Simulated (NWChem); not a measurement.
System: CH4ClFOSi; SMILES OC[Si@@H](F)Cl

Here is an NWChem input.

```
start job
memory heap 200 mb stack 900 mb global 1100 mb
geometry units angstroms noautoz
  O      0.811716     2.252298     0.115005
  C     -0.262746     1.540415    -0.459370
  Si    -0.459714    -0.148718     0.342600
  F     -1.826009    -0.839534    -0.192675
  Cl     1.109722    -1.376125    -0.150091
  H      0.560055     2.524682     1.003632
  H     -0.035001     1.402768    -1.529299
  H     -1.221425     2.097082    -0.424367
  H     -0.535736    -0.054675     1.823124
end
basis spherical
  * library def2-svp
end
dft
  xc b3lyp
  iterations 150
  mulliken
end
task dft energy
```

NWChem printed, in part:

```
             Northwest Computational Chemistry Package (NWChem) 7.3.0
             --------------------------------------------------------

 C1  symmetry detected

                             Geometry "geometry" -> ""
                             -------------------------

 Output coordinates in angstroms (scale by  1.889725989 to convert to a.u.)

  No.       Tag          Charge          X              Y              Z
 ---- ---------------- ---------- -------------- -------------- --------------
    1 O                    8.0000     0.79256335     2.25956779     0.08099462
    2 C                    6.0000    -0.27168198     1.52475916    -0.48344386
    3 Si                  14.0000    -0.45408460    -0.14997911     0.35148343
    4 F                    9.0000    -1.81054079    -0.86609071    -0.17550696
    5 Cl                  17.0000     1.13054948    -1.37001515    -0.10987177
    6 H                    1.0000     0.53409655     2.54698556     0.96290742
    7 H                    1.0000    -0.03777445     1.36814980    -1.54942853
    8 H                    1.0000    -1.23640863     2.07164058    -0.46364523
    9 H                    1.0000    -0.53761802    -0.02709188     1.82948737

 Effective nuclear repulsion energy (a.u.)     297.9836137631

                                 NWChem DFT Module
                                 -----------------

 Summary of "ao basis" -> "ao basis" (spherical)
 ------------------------------------------------------------------------------
       Tag                 Description            Shells   Functions and Types
 ---------------- ------------------------------  ------  ---------------------
 O                          def2-svp                 6       14   3s2p1d
 C                          def2-svp                 6       14   3s2p1d
 Si                         def2-svp                 8       18   4s3p1d
 F                          def2-svp                 6       14   3s2p1d
 Cl                         def2-svp                 8       18   4s3p1d
 H                          def2-svp                 3        5   2s1p

            General Information
            -------------------
          SCF calculation type: DFT
          Wavefunction type:  closed shell.
          No. of atoms     :     9
          No. of electrons :    58
           Alpha electrons :    29
            Beta electrons :    29
          Charge           :     0
          Spin multiplicity:     1
          Use of symmetry is: off; symmetry adaption is: off
          Maximum number of iterations: 150
          AO basis - number of functions:    98
                     number of shells:    46
          Convergence on energy requested:  1.00D-06
          Convergence on density requested:  1.00D-05
          Convergence on gradient requested:  5.00D-04

              XC Information
              --------------
                         B3LYP Method XC Potential
                     Hartree-Fock (Exact) Exchange  0.200
                        Slater Exchange Functional  0.800 local
                    Becke 1988 Exchange Functional  0.720 non-local
              Lee-Yang-Parr Correlation Functional  0.810
                  VWN I RPA Correlation Functional  0.190 local

             Grid Information
             ----------------
          Grid used for XC integration:  medium
          Radial quadrature: Mura-Knowles
          Angular quadrature: Lebedev.
          Tag              B.-S. Rad. Rad. Pts. Rad. Cut. Ang. Pts.
          ---              ---------- --------- --------- ---------
          O                   0.60       49          10.0       434
          C                   0.70       49           9.0       434
          Si                  1.10       88           9.0       590
          F                   0.50       49          11.0       434
          Cl                  1.00       88          11.0       590
          H                   0.35       45          10.0       434
          Grid pruning is: on
          Number of quadrature shells:   503
          Spatial weights used:  Erf1

      Superposition of Atomic Density Guess
      -------------------------------------

 Sum of atomic energies:        -961.66765533

      Non-variational initial energy
      ------------------------------

 Total energy =    -963.283911
 1-e energy   =   -1923.501855
 2-e energy   =     662.234330
 HOMO         =      -0.310421
 LUMO         =       0.054455

     ---------------------------------------------
      Total Density - Mulliken Population Analysis
     ---------------------------------------------

    Atom       Charge   Shell Charges
 -----------   ------   -------------------------------------------------------
    1 O    8     8.60   1.99  1.10  0.65  3.00  1.85  0.01
    2 C    6     6.08   1.99  0.94  0.26  1.87  0.97  0.05
    3 Si  14    12.76   2.00  1.99  0.93  0.15  5.93  0.89  0.61  0.26
    4 F    9     9.58   1.99  1.15  0.78  3.52  2.14  0.00
    5 Cl  17    17.40   2.00  1.99  1.22  0.72  5.94  2.16  3.36  0.01
    6 H    1     0.67   0.54  0.07  0.06
    7 H    1     0.91   0.68  0.20  0.02
    8 H    1     0.91   0.68  0.20  0.02
    9 H    1     1.10   0.70  0.39  0.01

   convergence    iter        energy       DeltaE   RMS-Dens  Diis-err
 ---------------- ----- ----------------- --------- --------- ---------
 d= 0,ls=0.0,diis     1   -964.9009585542 -1.26D+03  1.61D-02  8.69D-01
 d= 0,ls=0.0,diis     2   -964.8557376731  4.52D-02  8.44D-03  1.48D+00
 d= 0,ls=0.0,diis     3   -964.9945516831 -1.39D-01  1.32D-03  3.81D-02
 d= 0,ls=0.0,diis     4   -964.9972136931 -2.66D-03  6.15D-04  3.69D-03
 d= 0,ls=0.0,diis     5   -964.9976318064 -4.18D-04  1.49D-04  3.22D-04
  Resetting Diis
 d= 0,ls=0.0,diis     6   -964.9976658262 -3.40D-05  3.35D-05  2.05D-05
 d= 0,ls=0.0,diis     7   -964.9976676500 -1.82D-06  2.21D-05  1.87D-06
 d= 0,ls=0.0,diis     8   -964.9976674793  1.71D-07  1.24D-05  3.72D-06
 d= 0,ls=0.0,diis     9   -964.9976678443 -3.65D-07  1.59D-06  2.91D-08

         Total DFT energy =     -964.997667844318
      One electron energy =    -1926.515303182976
           Coulomb energy =      738.813265627456
    Exchange-Corr. energy =      -75.279244051934
 Nuclear repulsion energy =      297.983613763135

 Numeric. integr. density =       58.000004572397

                       DFT Final Molecular Orbital Analysis
                       ------------------------------------

 Vector   27  Occ=2.000000D+00  E=-3.333949D-01
              MO Center=  9.7D-01, -1.3D+00, -8.5D-02, r^2= 1.6D+00
   Bfn.  Coefficient  Atom+Function         Bfn.  Coefficient  Atom+Function
  ----- ------------  ---------------      ----- ------------  ---------------
    72      0.440302  5 Cl py                71      0.388814  5 Cl px
    69      0.333539  5 Cl py                68      0.292531  5 Cl px
    66      0.193527  5 Cl py                73      0.184134  5 Cl pz
    65      0.169854  5 Cl px                70      0.139917  5 Cl pz
    50     -0.119986  4 F  px                53      0.082622  4 F  px

 Vector   28  Occ=2.000000D+00  E=-3.300059D-01
              MO Center=  8.2D-01, -6.9D-01,  8.3D-02, r^2= 3.2D+00
   Bfn.  Coefficient  Atom+Function         Bfn.  Coefficient  Atom+Function
  ----- ------------  ---------------      ----- ------------  ---------------
    73      0.521955  5 Cl pz                70      0.397196  5 Cl pz
    67      0.230083  5 Cl pz                95     -0.177755  9 H  s
     5     -0.168987  1 O  py                94     -0.165653  9 H  s
    72     -0.159845  5 Cl py                 4      0.140424  1 O  px
     8     -0.127812  1 O  py                69     -0.115510  5 Cl py

 Vector   29  Occ=2.000000D+00  E=-2.740035D-01
              MO Center=  2.7D-01,  1.5D+00, -1.6D-02, r^2= 2.7D+00
   Bfn.  Coefficient  Atom+Function         Bfn.  Coefficient  Atom+Function
  ----- ------------  ---------------      ----- ------------  ---------------
     5      0.431129  1 O  py                 8      0.347661  1 O  py
    19     -0.239236  2 C  py                17      0.229670  2 C  s
    31      0.228149  3 Si s                  6     -0.206057  1 O  pz
    89     -0.169912  8 H  s                 37      0.166541  3 Si py
     9     -0.152396  1 O  pz                73      0.140611  5 Cl pz

 Vector   30  Occ=0.000000D+00  E= 9.029671D-03
              MO Center= -6.1D-02,  9.0D-01,  5.5D-01, r^2= 4.6D+00
   Bfn.  Coefficient  Atom+Function         Bfn.  Coefficient  Atom+Function
  ----- ------------  ---------------      ----- ------------  ---------------
    80     -0.637544  6 H  s                  3      0.582069  1 O  s
    39     -0.529899  3 Si px                40     -0.496806  3 Si py
    17      0.389419  2 C  s                 49     -0.315637  4 F  s
    21     -0.236707  2 C  px                22     -0.232656  2 C  py
    90     -0.217384  8 H  s                 36     -0.176253  3 Si px

 Vector   31  Occ=0.000000D+00  E= 3.663645D-02
              MO Center= -2.7D-01,  1.0D-01,  4.6D-01, r^2= 4.2D+00
   Bfn.  Coefficient  Atom+Function         Bfn.  Coefficient  Atom+Function
  ----- ------------  ---------------      ----- ------------  ---------------
    39      0.820951  3 Si px                17      0.643669  2 C  s
    40     -0.597048  3 Si py                64     -0.545179  5 Cl s
    31      0.498827  3 Si s                 85     -0.481658  7 H  s
    71      0.403943  5 Cl px                72     -0.335589  5 Cl py
    80     -0.335368  6 H  s                 95     -0.272945  9 H  s

[...]
```

Level: B3LYP/def2-SVP. Coordinates come from a PBE0/def2-SVP optimisation.
